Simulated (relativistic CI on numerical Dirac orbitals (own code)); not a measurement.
**Ti⁺ in a cubic cluster: 2p photoemission with charge transfer**

Computed with a charge-transfer multiplet model of a cubic metal-ligand cluster with up to one ligand hole, Slater and spin-orbit integrals from Dirac-Coulomb-Breit ions, Slater integrals scaled by 0.9. The ground state mixes d3 with configurations of k ligand holes L, whose averages lie at kΔ + k(k − 1)U_dd/2; a core hole lowers each added d electron by U_cd. 300 K, Lorentzian 0.6 eV and Gaussian 0.8 eV FWHM.

Atomic integrals in eV (Slater integrals scaled, ζ unscaled), ground: F2dd 6.085, F4dd 3.735, zeta_d 0.009; with the core hole: F2dd 8.239, F4dd 5.130, zeta_d 0.022, zeta_core 3.746, F2cd 4.410, G1cd 3.131, G3cd 1.774.

Cluster parameters (eV): U_dd = 4.5, U_cd = 5, 10Dq = 0.3, 10Dq(ligand) = 1.2, V(eg) = 1.8, V(t2g) = -0.88, final-state hopping factor = 1.

```
      Case   n_d    d3   d4L     S
Δ = 5.3 eV  3.24  0.76  0.24  1.50
Δ = 8.3 eV  3.15  0.85  0.15  1.50
Δ = 9.3 eV  3.13  0.87  0.13  1.50
```

Weights, n_d and S are thermal averages at 300 K. Binding energies count from the first peak over 30 % of the highest in each spectrum, which can be another peak from case to case. The parameters are a model scan and need not match a compound or its usual spin state. Peaks in eV (height, largest 100):
- Δ = 5.3 eV: 0.0 (100), 3.4 (20), 6.6 (50)
- Δ = 8.3 eV: 0.0 (100), 3.2 (17), 6.4 (55)
- Δ = 9.3 eV: 0.0 (100), 3.1 (17), 6.4 (55)

Curve for Δ = 8.3 eV (points under 2 left out, the grid thinned):

(E (eV), Intensity): (-3.4, 2.0), (-3.0, 2.6), (-2.7, 3.1), (-2.3, 4.3), (-1.9, 6.4), (-1.6, 9.4), (-1.2, 19.1), (-0.8, 44.7), (-0.5, 74.1), (-0.1, 98.7), (0.3, 97.6), (0.6, 90.8), (1.0, 70.5), (1.4, 42.6), (1.8, 23.9), (2.1, 18.2), (2.5, 16.0), (2.9, 16.4), (3.2, 17.0), (3.6, 16.0), (4.0, 13.9), (4.3, 13.5), (4.7, 15.0), (5.1, 17.8), (5.4, 22.4), (5.8, 35.4), (6.2, 51.2), (6.5, 54.5), (6.9, 42.4), (7.3, 27.9), (7.6, 22.3), (8.0, 18.9), (8.4, 16.4), (8.8, 14.3), (9.1, 12.7), (9.5, 10.3), (9.9, 7.7), (10.2, 6.0), (10.6, 4.4), (11.0, 3.5), (11.3, 3.1), (11.7, 2.8), (12.1, 2.5), (12.4, 2.2), (12.8, 2.0)

For the case Δ = 8.3 eV, Δ = 8.3 eV is larger than U_dd = 4.5 eV, the Mott-Hubbard side of the Zaanen-Sawatzky-Allen scheme. With the core hole the configuration with one ligand hole lies at Δ − U_cd = 0.3, 3.3, 4.3 eV from the one without, in the order of the table; where this is negative the screened configuration lies lower, though the effective hopping of about 3.9 eV (from the holes of the mixed ground state) mixes the two strongly wherever it is as large as the gap.

With at most 1 ligand hole the space is cut while the next configuration still counts, so covalency is underestimated, and a final configuration with one more ligand hole, which can lie low, is missing from the spectra.
